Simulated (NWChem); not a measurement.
System: BSiH5O; SMILES OB[SiH3]

NWChem input:

```
start job
memory heap 200 mb stack 900 mb global 1100 mb
geometry units angstroms noautosym nocenter noautoz
  B     -0.573654    -0.768791    -0.001643
  H     -1.760466    -1.019218    -0.008992
  O      0.238005    -1.844412     0.002046
  H      1.177265    -1.628061     0.008955
  Si     0.093032     1.157974     0.000329
  H     -0.441208     1.908534     1.181947
  H     -0.361040     1.877265    -1.233548
  H      1.593482     1.234037     0.047589
end
basis spherical
  B library 6-31g*
  H library 6-31g*
  O library 6-31g*
  Si library 6-31g*
end
dft
  xc xcamb88 1.00 lyp 0.81 vwn_5 0.19 hfexch 1.00
  cam 0.33 cam_alpha 0.19 cam_beta 0.46
  iterations 150
end
property
  efieldgrad
end
task dft property
```

Excerpt of the output:

```
             Northwest Computational Chemistry Package (NWChem) 7.3.0
             --------------------------------------------------------

                             Geometry "geometry" -> ""
                             -------------------------

 Output coordinates in angstroms (scale by  1.889725989 to convert to a.u.)

  No.       Tag          Charge          X              Y              Z
 ---- ---------------- ---------- -------------- -------------- --------------
    1 B                    5.0000    -0.57365400    -0.76879100    -0.00164300
    2 H                    1.0000    -1.76046600    -1.01921800    -0.00899200
    3 O                    8.0000     0.23800500    -1.84441200     0.00204600
    4 H                    1.0000     1.17726500    -1.62806100     0.00895500
    5 Si                  14.0000     0.09303200     1.15797400     0.00032900
    6 H                    1.0000    -0.44120800     1.90853400     1.18194700
    7 H                    1.0000    -0.36104000     1.87726500    -1.23354800
    8 H                    1.0000     1.59348200     1.23403700     0.04758900

 Effective nuclear repulsion energy (a.u.)      91.1729424755

                              NWChem Property Module
                              ----------------------

  itol2e modified to match energy
  convergence criterion.

                                 NWChem DFT Module
                                 -----------------

 Summary of "ao basis" -> "ao basis" (spherical)
 ------------------------------------------------------------------------------
       Tag                 Description            Shells   Functions and Types
 ---------------- ------------------------------  ------  ---------------------
 B                           6-31g*                  6       14   3s2p1d
 H                           6-31g*                  2        2   2s
 O                           6-31g*                  6       14   3s2p1d
 Si                          6-31g*                  8       18   4s3p1d

  itol2e modified to match energy
  convergence criterion.

[...]

          -----------------------
          Electric field gradient
          -----------------------

 1 a.u. = 0.324123 10**(16) esu/cm**3  ( or statvolts/cm**2 ) = 0.97174 10**(22) v/m**2

 ------------------------------------------------------------
   Atom      X         Y         Z
 ------------------------------------------------------------
    1 B   -1.08405  -1.45280  -0.00310
 ------------------------------------------------------------

 Electric field gradient in molecular frame (a.u.)
         XX             YY             ZZ             XY             XZ             YZ
 ------------------------------------------------------------------------------------------
        0.236483       0.178520      -0.415003       0.055589       0.003931       0.000736

 Principal components (a.u.) and orientation
 of principal axis w.r.t. absolute frame                      Asymmetry parameter eta
 --------------------------------------------------------------------------------------
       -0.415027       0.270212       0.144815                       0.302143

       -0.005976       0.855091      -0.518443
       -0.000680       0.518449       0.855109
        0.999982       0.005462      -0.002517

 ------------------------------------------------------------
   Atom      X         Y         Z
 ------------------------------------------------------------
    2 H   -3.32680  -1.92604  -0.01699
 ------------------------------------------------------------

 Electric field gradient in molecular frame (a.u.)
         XX             YY             ZZ             XY             XZ             YZ
 ------------------------------------------------------------------------------------------
       -0.177915       0.088819       0.089096      -0.055369      -0.001675      -0.000325

 Principal components (a.u.) and orientation
 of principal axis w.r.t. absolute frame                      Asymmetry parameter eta
 --------------------------------------------------------------------------------------
       -0.188963       0.099856       0.089107                       0.056886

        0.980688      -0.195492      -0.005862
        0.195483       0.980705      -0.001981
        0.006136       0.000797       0.999981

 ------------------------------------------------------------
   Atom      X         Y         Z
 ------------------------------------------------------------
    3 O    0.44976  -3.48543   0.00387
 ------------------------------------------------------------

 Electric field gradient in molecular frame (a.u.)
         XX             YY             ZZ             XY             XZ             YZ
 ------------------------------------------------------------------------------------------
       -1.132837       0.695241       0.437596       0.190661      -0.010390       0.001507

 Principal components (a.u.) and orientation
 of principal axis w.r.t. absolute frame                      Asymmetry parameter eta
 --------------------------------------------------------------------------------------
       -1.152579       0.714915       0.437664                       0.240548

        0.994697       0.102632      -0.006722
       -0.102640       0.994718      -0.000876
        0.006597       0.001562       0.999977

 ------------------------------------------------------------
   Atom      X         Y         Z
 ------------------------------------------------------------
    4 H    2.22471  -3.07659   0.01692
 ------------------------------------------------------------

[...]
```

Level: CAM-B3LYP/6-31G* (spherical d). Coordinates come from a PBE0/def2-SVP optimisation. NWChem prints the field gradient with the sign opposite to the second derivative of the potential.
